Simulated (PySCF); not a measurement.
C4H10OSi, SMILES C[SiH2]C1COC1.

Geometry: PBE0-D3(BJ)/def2-SVP. This is a generated structure with no PubChem entry under its InChIKey; it may be hypothetical. Other conformers were not sampled.

Two levels are set side by side: PBE/def2-TZVP (PySCF) and CAM-B3LYP/def2-TZVP (PySCF). Same geometry, gas phase. Differences are taken from unrounded values.

```csv
quantity,CAM-B3LYP,PBE,PBE minus CAM-B3LYP
orbital gap (eV),10.04,5.47,-4.57
highest occupied level (eV),-8.55,-5.59,2.96
lowest empty level (eV),1.49,-0.12,-1.61
dipole moment (D),2.14,1.97,-0.17
mean polarisability (bohr³),74.9,78.6,3.7
```

Without exact exchange PBE keeps part of each electron's self-repulsion, which lifts occupied levels and narrows the gap. PBE's more diffuse valence density responds more strongly to a field. Differences between two approximate levels are no errors against the true value.

Rough cost on one machine, each run with all the roots and properties that it gave: CAM-B3LYP against PBE within a factor of 2.
